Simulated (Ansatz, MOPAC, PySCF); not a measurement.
Species: H5SiNO3 (charge 0, singlet). SMILES: N[Si](O)(O)O
Structure (B3LYP-D3(BJ)/def2-TZVP (Ansatz, a first-principles code) minimum search):
```xyz
10

N     -0.1832    -0.0680    -1.6785
Si    -0.0106    -0.0090     0.0175
O     -1.1223    -0.9063     0.8086
O     -0.2249     1.5439     0.5139
O      1.4594    -0.6274     0.4180
H     -0.9703     0.3911    -2.1107
H      0.0460    -0.9191    -2.1686
H     -1.0865    -0.9209     1.7683
H      0.3112     2.2244     0.1009
H      2.2339    -0.2542    -0.0086
```

Quantity: size of the dipole moment, in D. Terms: spin-orbit terms left out; 6-311+G** with 5d, 6d on Na to Ar in Ansatz; six Cartesian d functions in 6-31G* and its kin unless marked 5d; non-relativistic; LANL2DZ with its own core potentials from Na on; no dispersion term unless named. First-principles rows: single points at B3LYP-D3(BJ) geometries (Ansatz). Semi-empirical rows: dipoles at the shared geometry.

| level | program | size of the dipole moment (D) |
|---|---|---|
| PM3 | MOPAC | 1.86 |
| PBE/LANL2DZ | Ansatz | 2.89 |
| PBE/6-311+G** | Ansatz | 2.26 |
| BLYP/6-31G* | Ansatz | 2.25 |
| BP86/def2-SVP | PySCF | 2.20 |
| B3LYP/STO-3G | Ansatz | 1.50 |
| B3LYP/LANL2DZ | Ansatz | 2.99 |
| B3LYP/6-31G* | Ansatz | 2.34 |
| B3LYP/6-31+G* | Ansatz | 2.36 |
| B3LYP/cc-pVDZ | Ansatz | 2.22 |

No value to compare with is used here. The 10 habitual levels span 1.50 (B3LYP/STO-3G) to 2.99 D (B3LYP/LANL2DZ).

The levels are drawn from those run, B3LYP/6-31G* more often than the rest, none by its result; left out are runs that failed, that the program found above a lower state of the same kind, or whose <S^2> lies over 0.5 above the pure value.
